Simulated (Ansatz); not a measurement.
Two members of one family (Ge10H16 nanocrystal and its variants), computed with Ansatz in the gas phase. The two geometries come from different levels. HOMO and LUMO are taken over both spins. A negative affinity means that the extra electron isn't bound at that geometry and level; within about 0.2 eV of zero the sign isn't settled. Binding counts from free atoms in the multiplicity of their measured ground term, without zero-point energy. Sets without diffuse functions give affinities that are too small. The spins of the ions were chosen, not always searched. A dash marks a value that wasn't run or was left out as unsound. The structures are stationary points that may keep the symmetry of their start. Remarks come from the PBE and PBE0 runs and from stability tests at other levels; not every state was tested. A HOMO above zero means that the electron is unbound at that level and held by the basis, or that self-interaction error raises the level; the energy of removing that electron tells which. HOMO above LUMO (over both spins in singlets and doublets, within one spin in higher multiplets; at PBE or PBE0), or a gap under 0.15 eV within one spin, warns that the state may not be the lowest or that an electron is smeared out.

First: Ge10H16 (singlet, charge 0, PBE-D4/def2-SVP geometry).

```csv
atom,x (Å),y (Å),z (Å)
Ge1,-1.967,1.703,1.096
Ge2,0.068,-1.470,2.410
Ge3,-2.023,-1.709,-0.983
Ge4,-0.070,1.469,-2.411
Ge5,1.968,-1.699,-1.097
Ge6,2.023,1.705,0.983
Ge7,-1.967,-0.739,1.263
Ge8,-0.007,2.444,-0.166
Ge9,2.033,-0.736,1.151
Ge10,-0.064,-0.972,-2.249
H11,-1.944,2.328,2.522
H12,-3.267,2.184,0.387
H13,0.107,-0.869,3.846
H14,0.073,-3.021,2.543
H15,-3.325,-1.267,-1.716
H16,-2.036,-3.263,-0.886
H17,-1.349,1.948,-3.158
H18,1.167,1.946,-3.228
H19,1.999,-3.254,-1.009
H20,3.222,-1.243,-1.901
H21,2.081,2.334,2.407
H22,3.280,2.186,0.199
H23,-3.219,-1.209,2.069
H24,-0.011,4.002,-0.272
H25,3.330,-1.205,1.883
H26,-0.104,-1.592,-3.682
```

```
              level  HOMO (eV)  LUMO (eV)  gap (eV)  vertical IE (eV)  vertical EA (eV)  binding per atom (eV)
    PBE-D4/def2-SVP      -6.53      -1.41      5.12                 –                 –                   2.83
   PBE-D4/def2-TZVP      -6.57      -1.57      4.99              8.36              0.05                   2.83
r2SCAN-D4/def2-TZVP      -6.83      -1.41      5.42                 –                 –                   2.88
   PBE0-D4/def2-SVP      -7.56      -0.72      6.84                 –                 –                   2.84
  PBE0-D4/def2-TZVP      -7.57      -0.88      6.68              8.83             -0.14                   2.84
```

Remarks: gap within one spin near zero at PBE or PBE0 (+1 doublet), HOMO above zero (-1 doublet).

Second: Ge9NH16, N on a surface site (doublet, charge 0, r2SCAN-D4/def2-SVP geometry; oxidised ion singlet, reduced ion singlet).

```
atom   x (Å)   y (Å)   z (Å)
 Ge1  -2.943   0.632  -0.830
 Ge2   0.691   1.975  -1.819
 Ge3  -0.366   1.778   2.016
 Ge4  -0.597  -2.142   1.408
 Ge5   2.748  -0.274   0.700
 Ge6   0.254  -1.970  -1.777
 Ge7  -1.156   2.163  -0.250
  N8  -0.980  -1.833  -0.388
 Ge9   1.836  -0.146  -1.547
Ge10   0.821  -0.331   2.175
 H11  -4.122   1.389  -1.499
 H12  -3.496  -0.102   0.414
 H13   0.164   2.099  -3.263
 H14   1.694   3.124  -1.584
 H15  -1.560   1.781   2.990
 H16   0.585   2.921   2.433
 H17  -1.962  -2.174   2.121
 H18   0.103  -3.510   1.609
 H19   3.656   0.934   1.007
 H20   3.583  -1.559   0.866
 H21  -0.572  -1.880  -3.073
 H22   0.984  -3.337  -1.744
 H23  -1.688   3.614  -0.345
 H24  -1.875  -2.247  -0.651
 H25   2.949  -0.304  -2.605
 H26   1.249  -0.601   3.635
```

What does the change do? Estimate second minus first.


| level | Δ HOMO (eV) | Δ LUMO (eV) | Δ gap (eV) | Δ vertical IE (eV) | Δ vertical EA (eV) | Δ binding per atom (eV) |
| --- | --- | --- | --- | --- | --- | --- |
| PBE-D4/def2-SVP | 1.86 | -2.11 | -3.97 | – | – | 0.01 |
| PBE-D4/def2-TZVP | 1.82 | -2.03 | -3.84 | -1.36 | 1.51 | 0.01 |
| r2SCAN-D4/def2-TZVP | 1.70 | -1.86 | -3.57 | – | – | -0.01 |
| PBE0-D4/def2-SVP | 1.82 | -1.94 | -3.76 | – | – | 0.00 |
| PBE0-D4/def2-TZVP | 1.77 | -1.84 | -3.62 | -1.53 | 1.59 | 0.00 |

Remarks: HOMO above zero (-1 singlet).
